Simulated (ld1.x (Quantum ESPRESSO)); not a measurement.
# An all-electron radial function and its pseudo partner (strontium)

Columns: radius, all-electron u(r) and pseudo u(r) of the 4s shell (level -39.98 eV) of strontium in the configuration [Ar] 3d10 4s2 4p6 4d1 5s1 5p0; PW91, scalar-relativistic, TM scheme, ld1.x (Quantum ESPRESSO) 7.5.

| r (bohr) | all-electron | pseudo |
| --- | --- | --- |
| 0.160 | -0.2154 | -0.1719 |
| 0.320 | 0.4669 | -0.3380 |
| 0.480 | 0.3462 | -0.4927 |
| 0.640 | -0.1510 | -0.6302 |
| 0.800 | -0.5947 | -0.7443 |
| 0.960 | -0.8647 | -0.8280 |
| 1.120 | -0.9749 | -0.8744 |
| 1.280 | -0.9717 | -0.8787 |
| 1.440 | -0.9008 | -0.8410 |
| 1.600 | -0.7966 | -0.7681 |
| 1.760 | -0.6821 | -0.6724 |
| 1.920 | -0.5708 | -0.5688 |
| 2.080 | -0.4695 | -0.4693 |
| 2.240 | -0.3812 | -0.3812 |
| 2.400 | -0.3064 | -0.3064 |
| 2.560 | -0.2444 | -0.2444 |
| 2.720 | -0.1937 | -0.1937 |
| 2.880 | -0.1528 | -0.1528 |
| 3.040 | -0.1200 | -0.1200 |
| 3.200 | -0.0940 | -0.0940 |
| 3.360 | -0.0734 | -0.0734 |
| 3.520 | -0.0572 | -0.0572 |
| 3.680 | -0.0445 | -0.0445 |
| 3.840 | -0.0346 | -0.0346 |
| 4.000 | -0.0268 | -0.0268 |
| 4.160 | -0.0208 | -0.0208 |

Question: How many radial nodes do the two functions have?

Answer: The all-electron 4s function has n − l − 1 = 3 (the table is too coarse to show those close to the nucleus); the pseudo-wave has 0, since the states of the same l below it are removed with the core.

Question: At about which radius was the pseudo-wave matched?

Answer: 2.30 bohr. The columns agree to 0.0005 from 2.08 bohr on; several derivatives are matched, so the curves merge somewhat inside the radius.

Question: Is the pseudo-wave norm-conserving?

Answer: Yes: the TM scheme keeps the norm inside the radius equal to the all-electron one, which fixes the energy derivative of the logarithmic derivative at the level.
